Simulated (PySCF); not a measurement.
A TDDFT job was run through a driver script with this input:

```
{"job": {"kind": "uv", "xc": "PBE0", "basis": "def2-SVPD", "nstates": 8, "ntriplets": 3}, "charge": 0, "multiplicity": 1}
C     -1.329704     0.555032    -1.770250
O     -1.160285     0.514900    -0.372021
C     -0.019941     0.012887     0.103943
S      1.224927    -0.575576    -0.948499
C      2.288766    -1.022377     0.328007
P      1.812648    -0.765300     1.937809
C      0.243439    -0.071655     1.452732
C     -0.690783     0.369942     2.403941
N     -1.436810     0.720808     3.201392
H     -2.309724     0.995188    -1.940771
H     -1.294646    -0.452019    -2.198385
H     -0.558237     1.172366    -2.242031
H      3.225962    -1.453707     0.026405
```

The program printed:

```
coarse grid: 13312 points
cycle   1  E = -1061.1207079746  dE =  1.652e+00  |g| = 5.993e-01  |ddm| = 7.572e+00
cycle   2  E = -1060.9004829813  dE =  2.202e-01  |g| = 1.154e+00  |ddm| = 3.073e+00
cycle   3  E = -1061.1976304223  dE = -2.971e-01  |g| = 1.817e-01  |ddm| = 2.253e+00
cycle   4  E = -1061.2035820215  dE = -5.952e-03  |g| = 8.663e-02  |ddm| = 4.773e-01
cycle   5  E = -1061.2052025325  dE = -1.621e-03  |g| = 1.877e-02  |ddm| = 1.807e-01
cycle   6  E = -1061.2052836020  dE = -8.107e-05  |g| = 8.849e-03  |ddm| = 5.618e-02
cycle   7  E = -1061.2053063005  dE = -2.270e-05  |g| = 2.113e-03  |ddm| = 1.764e-02
cycle   8  E = -1061.2053074536  dE = -1.153e-06  |g| = 6.487e-04  |ddm| = 5.428e-03
final grid: 123400 points
cycle   9  E = -1061.3278774123  dE = -2.033e-05  |g| = 1.125e-02  |ddm| = 1.593e-01
cycle  10  E = -1061.3278446709  dE =  3.274e-05  |g| = 1.658e-02  |ddm| = 4.449e-02
cycle  11  E = -1061.3279057252  dE = -6.105e-05  |g| = 1.922e-03  |ddm| = 2.832e-02
cycle  12  E = -1061.3279066697  dE = -9.444e-07  |g| = 4.405e-04  |ddm| = 4.407e-03
cycle  13  E = -1061.3279067219  dE = -5.221e-08  |g| = 1.410e-04  |ddm| = 1.235e-03
cycle  14  E = -1061.3279067264  dE = -4.533e-09  |g| = 7.078e-05  |ddm| = 4.413e-04
cycle  15  E = -1061.3279067274  dE = -1.032e-09  |g| = 2.415e-05  |ddm| = 1.298e-04
cycle  16  E = -1061.3279067276  dE = -1.237e-10  |g| = 7.504e-06  |ddm| = 5.338e-05
converged SCF energy = -1061.3279067276

Static polarisability (au): isotropic 109.615, principal 67.143 124.135 137.567

Singlet excitations
state   eV       nm        f      main configurations
  1   4.5397    273.1   0.03270   H->L 0.81, H-1->L 0.12
  2   4.9522    250.4   0.00689   H->L+1 0.48, H-1->L 0.36, H->L 0.13
  3   5.0493    245.5   0.00082   H->L+2 0.98
  4   5.4810    226.2   0.00795   H-2->L 0.94
  5   5.5532    223.3   0.20201   H-1->L 0.39, H->L+1 0.29, H-1->L+1 0.28
  6   5.6580    219.1   0.00118   H-1->L+2 0.91
  7   5.8097    213.4   0.31936   H-1->L+1 0.61, H->L+1 0.16
  8   6.1716    200.9   0.00156   H->L+3 0.45, H-2->L+1 0.42

Triplet excitations (Tamm-Dancoff, eV): 2.9581 3.8067 4.1507
```

The calculation used TDDFT PBE0/def2-SVPD, vertical, gas phase, core orbitals frozen in the response (PySCF 2.14.0, density-fitted response routines). Geometry: GFN2-xTB, one conformer, isolated molecule.

Question: Give the energy of state 2 in hartree, cm⁻¹ and kJ/mol.

Answer: 0.18199 hartree, 39942 cm⁻¹, 477.8 kJ/mol.

Question: How much of the mean polarisability do the listed states account for?

Answer: The sum over states Σ f/ΔE² (ΔE in hartree) gives 13.52 au, 12% of the total; the rest comes from higher roots of the same response equations.

Question: What transition dipole goes with state 7?

Answer: |μ|² = 3f / (2ΔE) = 3 × 0.3194 / (2 × 0.2135) = 2.244 au, so |μ| = 3.81 D.

Question: What is the polarisability anisotropy, √(½[(α1 − α2)² + (α2 − α3)² + (α3 − α1)²])?

Answer: 64.76 au.

Question: What is the gap between the lowest singlet and the lowest triplet?

Answer: 4.5397 − 2.9581 = 1.5816 eV (full response against Tamm–Dancoff).

Question: Which species is it?

Answer: `COc1scpc1C#N` (C5H4NOPS), point group Cs.

The SCF starts on a coarse grid; the energy jumps when the final grid takes over, and dE counts afresh there. H and L stand for HOMO and LUMO.

Shape of the structure used: `[CH3:1][O:2][c:3]1[s:4][cH:5][p:6][c:7]1[C:8]#[N:9]`: C1–O2–C3–S4 0°.
